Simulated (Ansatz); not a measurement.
`ClC1=[CH][InH][CH2]1`, relaxed with RKS PBE0-D4/def2-TZVP in Ansatz from a PBE-D4/def2-SVP geometry. The force threshold is 0.005 eV/Å; the program also tests the step.

Charge 0, multiplicity 1. In takes the def2 core potential.

Start:

```xyz
9

Cl    1.990   -1.751   -0.025
C     0.587   -0.678    0.083
C    -0.528   -0.966    0.810
In   -1.404    0.927    0.206
C     0.636    0.623   -0.681
H    -0.662   -1.890    1.394
H    -2.783    1.949    0.355
H     1.456    1.298   -0.361
H     0.707    0.487   -1.780
```

(1) How much energy does the relaxation release, and in how many steps? (An estimate is asked.)

(2) Which bonds change most? (Estimate.)

(3) Give the relaxed structure. (An estimate is asked.)

Results:

(1) Computed: 0.06 eV, in 7 steps, 1 of them rejected.

(2) The calculation gave: In4–C5 from 2.245 to 2.201 Å; C3–In4 from 2.172 to 2.138 Å; In4–H7 from 1.722 to 1.697 Å.

(3) Computed: 
```xyz
9

Cl    1.959   -1.739   -0.031
C     0.575   -0.672    0.081
C    -0.519   -0.951    0.804
In   -1.379    0.911    0.201
C     0.621    0.623   -0.674
H    -0.646   -1.859    1.381
H    -2.738    1.918    0.341
H     1.428    1.282   -0.349
H     0.698    0.488   -1.754
```
